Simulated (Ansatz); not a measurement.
Stepwise reaction of `[CH3][Zr]([CH3])([CH3])[F]` with hydrogen fluoride, as a gas-phase model of exchange steps in deposition or etching. ΔE in kJ/mol.

Program: Ansatz. Geometries: PBE0-D4/def2-TZVP. ΔE: electronic, gas phase. CCSD(T)/CBS is the MP2 limit (def2-TZVPP, def2-QZVPP) plus CCSD(T) − MP2 in def2-TZVPP, frozen cores. This one scheme is used for every species. DFT in def2-TZVPP. B3LYP here is the variant with VWN-RPA as its local correlation; programs differ in this. def2 core potentials past Kr. For Zr outer-core shells are correlated without core-valence functions, which leaves a few kJ/mol of doubt a bond.

```json
{"step": "1", "reaction": "`[CH3][Zr]([CH3])([CH3])[F]` + H–F → `[CH3][Zr]([CH3])([F])[F]` + CH₄", "PBE-D4": "-241.4", "B3LYP-D4": "-248.0", "ωB97M-V": "-246.2", "CCSD(T)/CBS": "-236.3"}
{"step": "2", "reaction": "`[CH3][Zr]([CH3])([F])[F]` + H–F → `[CH3][Zr]([F])([F])[F]` + CH₄", "PBE-D4": "-234.8", "B3LYP-D4": "-240.6", "ωB97M-V": "-238.2", "CCSD(T)/CBS": "-228.3"}
{"step": "3", "reaction": "`[CH3][Zr]([F])([F])[F]` + H–F → `[F][Zr]([F])([F])[F]` + CH₄", "PBE-D4": "-224.4", "B3LYP-D4": "-230.1", "ωB97M-V": "-227.4", "CCSD(T)/CBS": "-217.1"}
```

**Question.** By hand: ΔE of the 3 steps together at CCSD(T)/CBS.

**Answer.** (-236.3) + (-228.3) + (-217.1) = -681.7 kJ/mol, or -227.2 kJ/mol a step.

In ΔE each step is higher than the one before. All are downhill at CCSD(T)/CBS. PBE-D4 differs from CCSD(T)/CBS by -7.3 to -5.1 kJ/mol a step. Only this route is followed, and other bonds may react first. Isolated molecules leave out the surface, adducts and barriers. Largest T1 diagnostic: 0.018.
